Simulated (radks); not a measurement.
The numbers below are computed, except where a source is named.
N2+, configuration [He] 2s2 3d1 (not the ground configuration). Level of theory: scalar-relativistic Kohn-Sham, BLYP, spin-polarised, spherical densities, finite nucleus; open shells are filled with parallel spins first; Fermi nuclear charge, rms radius 2.5582 fm (a radial shooting solver on a logarithmic mesh with Libxc functionals).

Radial electron density D(r) = 4 pi r^2 rho(r):

r (bohr)  D(r) (e/bohr)  spin D(r)
0.01434          0.4519  -0.000158
0.01808          0.6814  -0.000239
0.0228            1.014  -0.000354
0.02875           1.482  -0.000516
0.03626           2.120  -0.000734
0.04573           2.951   -0.00101
0.05767           3.970   -0.00134
0.07273           5.115   -0.00168
0.09172           6.244   -0.00197
0.1157            7.123   -0.00207
0.1459            7.462   -0.00187
0.184             7.025   -0.00128
0.232             5.789  -0.000424
0.2926            4.067   0.000349
0.369             2.456   0.000607
0.4653            1.525   0.000602
0.5868            1.437    0.00274
0.7401            1.819     0.0134
0.9333            2.040     0.0418
1.177             1.748     0.0954
1.484             1.141      0.173
1.872            0.6444      0.261
2.361            0.4242      0.329
2.977            0.3395      0.326
3.755            0.2359      0.235
4.735            0.1129      0.113
5.971           0.03283     0.0328
7.531          0.005147    0.00515
9.497         0.0003740   0.000374

D(r) has 2 maxima, at r = 0.145, 0.926 bohr, and minima at 0.533 bohr, inside which lie 2.06 electrons.
